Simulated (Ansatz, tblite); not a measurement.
Cost and result up the ladder for PdS₂⁺ (3 atoms). Total charge 1; doublet. Geometry: PBE-D4/def2-TZVP.

```xyz
3

Pd    0.427   -1.271   -0.279
S     0.032    0.914   -0.755
S    -0.459    0.357    1.034
```

Ansatz on 4 threads of Arm Neoverse V2 on a shared host; xTB runs through tblite on one thread. Times are rough, summed over both states, and most runs start from the orbitals of an earlier one. ωB97M-V/def2-TZVP serves as the yardstick here, not as an exact answer. The other state is a quartet at its own geometry.

In the def2 sets Pd takes a core potential; there is no spin–orbit coupling. The xTB rows come from tblite. B3LYP takes the VWN-RPA correlation. Correlated methods freeze 10 core orbitals; core or outer-core shells of Pd are correlated, in sets that lack core-valence functions. The structure comes from a short search, and lower isomers may exist.

Run but left out: HF/STO-3G, HF/def2-TZVP, HF/def2-TZVPP, PBE-QIDH/def2-TZVP, MP2/def2-TZVP, MP2/def2-TZVPP, CCSD/def2-TZVPP, CCSD(T)/def2-TZVPP (doublet: ⟨S²⟩ 1.02 to 1.80, where a pure state has 0.75).

Correlated methods converge slowly with the basis.

xTB has no spin-polarisation term.

| level | functions | wall time |
| --- | --- | --- |
| GFN2-xTB | 27 | 0.004 s |
| GFN1-xTB | 27 | 0.007 s |
| B3LYP-D4/def2-TZVP | 114 | 6.5 s |
| RPA@PBE/def2-TZVP | 114 | 7.7 s |
| PBE-D4/def2-TZVP | 114 | 8 s |
| BHLYP-D4/def2-TZVP | 114 | 11 s |
| PBE0-D4/def2-TZVP (with forces) | 114 | 19 s |
| ωB97M-V/def2-TZVP | 114 | 29 s |

Problem. Estimate what each level gives for the quartet − doublet (eV).

Solution. 
```tsv
level	quartet − doublet (eV)	difference from ωB97M-V/def2-TZVP (eV)
GFN2-xTB	1.34	0.17
GFN1-xTB	1.61	0.45
B3LYP-D4/def2-TZVP	1.20	0.03
RPA@PBE/def2-TZVP	1.21	0.04
PBE-D4/def2-TZVP	1.46	0.29
BHLYP-D4/def2-TZVP	0.75	-0.42
PBE0-D4/def2-TZVP (with forces)	1.17	0.01
ωB97M-V/def2-TZVP	1.16	0.00
```
